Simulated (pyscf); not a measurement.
A first-order saddle from PySCF, ωB97X-D3(BJ)/def2-SVP:

```xyz
5

S      1.0405     1.9804    -0.0251
Mo     0.1390     0.2935    -0.7332
S      0.6977     0.0189     1.4686
Cl    -2.0794     0.4544    -0.9888
Cl     1.4295    -0.9720    -2.0540
```
Charge 0, spin multiplicity 1.

Surface: singlet, charge 0. Lowest wavenumbers (cm⁻¹): 846i, 110, 119, 131, 139.

Q: Name the species on either side of this saddle.

A: `[S]=[Mo](=[S])([Cl])[Cl]` <-> `[Cl][Mo]1([Cl])[S][S]1` [singlet], a ring closure read from left to right: none broken and S–S formed. At ωB97M-D3(BJ)/def2-TZVP it lies +54.8 kcal/mol from the left side and +24.6 kcal/mol from the right (each side as separated species at their lowest minima found). cyclic Cl₂MoS₂ (SMILES [Cl][Mo]1([Cl])[S][S]1) [singlet] is an excited spin state, 6.0 kcal/mol over the triplet at ωB97X-D3(BJ)/def2-TZVP. This is the saddle that the search found; another between the same sides may lie lower. 2 of the closed-shell references are unstable towards spin polarisation; treat their single-reference values with care. Elements past Kr carry the def2 core potentials, without spin-orbit coupling.
